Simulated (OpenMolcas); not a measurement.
**Multiplet structure of Br⁵⁺**

- Program: OpenMolcas
- Method: SS-CASPT2, IPEA 0.25 Eh, imaginary shift 0.1 Eh (closed shells correlated: 3d)
- Basis: ANO-RCC-VQZP [7s6p4d2f1g]
- Scalar Hamiltonian: DKH2, point nucleus
- Active space: 2 electrons in 8 orbitals (4s 4p 5s 5p)
- State averaging: 2S+1 = 3 even, 3 roots; 2S+1 = 1 even, 7 roots; 2S+1 = 3 odd, 3 roots; 2S+1 = 1 odd, 3 roots
- Spin-orbit coupling: RASSI with atomic mean-field integrals over the reference wave functions, term energies averaged over their components

Spin-free terms above the lowest, with the occupations of the reference (each correlating shell added to its valence partner):

```json
{"Configuration": "4s²", "Term": "¹S", "E (eV)": "0.0000", "Occupations": "4s 1.94 4p 0.06"}
{"Configuration": "4s 4p", "Term": "³P°", "E (eV)": "13.105", "Occupations": "4s 1.00 4p 1.00"}
{"Configuration": "4s 4p", "Term": "¹P°", "E (eV)": "18.946", "Occupations": "4s 1.00 4p 1.00"}
{"Configuration": "4p²", "Term": "³P", "E (eV)": "30.666", "Occupations": "4p 2.00"}
{"Configuration": "4p²", "Term": "¹D", "E (eV)": "30.973", "Occupations": "4p 2.00"}
{"Configuration": "4p²", "Term": "¹S", "E (eV)": "35.284", "Occupations": "4s 0.06 4p 1.94"}
```

With spin-orbit coupling, above the lowest level:

```tsv
Configuration	Term	J	E (eV)	Measured (eV)	Term weight %	Second
4s²	¹S	0	0.0000	0.0000	100	
4s 4p	³P°	0	12.590	12.9335	100	
4s 4p	³P°	1	12.829	13.1958	100	
4s 4p	³P°	2	13.363	13.8039	100	
4s 4p	¹P°	1	18.966	18.7556	100	
4p²	³P	0	30.074	30.2690	98	
4p²	³P	1	30.415	30.6744	100	
4p²	³P	2	30.590		54	46 ¹D
4p²	¹D	2	31.302		54	46 ³P
4p²	¹S	0	35.375		98
```

Against the 6 measured excited levels shown (Moore, Atomic Energy Levels, vol. II, NSRDS-NBS 35 (1971 reprint of NBS Circular 467, 1952)) the mean absolute deviation is 2400 cm-1; the largest miss in energy is 4s 4p ³P°₂: computed 13.363, measured 13.8039 eV (-3.2 %).

Spin-orbit coupling puts the lowest level 0.0006 eV below the lowest spin-free term.

Over all roots computed the reference weight is 0.92 to 0.99; the roots of lowest weight are the least certain, and an intruder state may touch them. Active for correlation alone: 5p 5s; no level in the range computed is led by a configuration that fills them, so any true level of that kind is missing. The ¹D term of p² mixes with s d, which this space lacks. Computed and measured levels are paired by configuration, term and J; levels that our copy of the source lacks, or whose pairing is in doubt (as where it misses far off the trend of its configuration), stay unpaired and out of the deviations. Only configurations of the active space appear. The first state left out of the spin-orbit step lies near 360000 cm-1 above the lowest spin-free state of the reference (among the parities and spins computed), and the list stops at four fifths of that energy or lower.

The term weight is that of the spin-free term in the level, not the purity of its configuration. ° marks odd parity.
